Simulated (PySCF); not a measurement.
ammonium (H4N), SMILES [NH4+], charge +1. Atoms are numbered in the order given.

```xyz
5

N      0.0000     0.0000     0.0000
H      0.5918    -0.5918     0.5918
H     -0.5918    -0.5918    -0.5918
H     -0.5918     0.5918     0.5918
H      0.5918     0.5918    -0.5918
```
Charge +1, spin multiplicity 1.

Geometry optimised at B3LYP-D3(BJ)/def2-TZVPD.

Calculation: M06-2X/def2-TZVPD in PySCF.

Symmetry labels are those of the subgroup D2 that the program uses (full group Td).

Computed valence orbital energies around the gap with their symmetry:
```tsv
orbital	symmetry	energy (eV)
HOMO−4	A	-411.37
HOMO−3	A	-36.80
HOMO−2	B1	-24.36
HOMO−1	B2	-24.36
HOMO	B3	-24.36
LUMO	A	-5.62
LUMO+1	B1	-3.26
LUMO+2	B2	-3.26
LUMO+3	B3	-3.26
```
